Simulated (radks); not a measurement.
All-electron atom: the ytterbium ion Yb46+ in [Ne] 3s2 3p5 3d6 4p1 (not the ground configuration). All-electron calculation, scalar-relativistic Kohn-Sham, exchange-only PBE, spin-unpolarised, spherical densities, point nucleus. Program: a radial shooting solver on a logarithmic mesh with Libxc functionals.

Radial electron density D(r) = 4 pi r^2 rho(r):

r (bohr),D(r) (e/bohr)
0.00186,15.51
0.002365,21.81
0.002982,29.78
0.003791,40.13
0.004819,52.44
0.006078,65.49
0.007726,78.61
0.009822,89.02
0.01249,94.16
0.01575,92.91
0.02002,87.05
0.02545,82.48
0.03209,86.42
0.0408,101.3
0.05186,117.6
0.06593,118.6
0.08315,99.77
0.1057,77.93
0.1344,75.04
0.1695,80.27
0.2154,65.72
0.2739,34.05
0.3482,12.17
0.4391,4.724
0.5582,1.601
0.7096,0.2553
0.8948,0.01494
1.138,0.0002010

D(r) has 3 maxima, at r = 0.0133, 0.0594, 0.168 bohr, and minima at 0.0263, 0.122 bohr, inside which lie 1.95, 11.25 electrons.
